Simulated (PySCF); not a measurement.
Isomers of C3H9Tl. Method: PBE0-D3(BJ)/def2-SVP geometry optimisation, gas phase, def2 core potentials past Kr in PySCF 2.14.0. One conformer each; no zero-point energy, no entropy. No frequencies were run at this level. Point groups hold within 0.08 Å.

Task: Rank from lowest to highest electronic energy at this level (kJ/mol).
A. `[CH3:1][CH2:2][CH2:3][TlH2:4]` with C1–C2–C3–Tl4 63°, C2–C3–Tl4–H -159° and 23°
B. `[CH3][Tl]([CH3])[CH3]`

Result: B (0.0), A (10.2).

Neighbours about 10 kJ/mol apart or less ([CH3][Tl]([CH3])[CH3] and CC[CH2][TlH2]) can change places with a better method, another conformer or zero-point energy.

| SMILES | E (Eh) | E rel (kJ/mol) | dipole (D) | point group | A, B, C (MHz) |
| --- | --- | --- | --- | --- | --- |
| [CH3][Tl]([CH3])[CH3] | -291.94951 | 0.0 | 0.07 | – | 4008, 3944, 2066 |
| CC[CH2][TlH2] | -291.94562 | 10.2 | 1.01 | C1 | 9514, 1537, 1411 |

Task: As an exercise, what shares would exp(−E/RT) give at 1000 K from these electronic energies alone (no entropy, no degeneracies)?

Result: RT = 8.314 kJ/mol: [CH3][Tl]([CH3])[CH3] 77.4 %, CC[CH2][TlH2] 22.6 %.
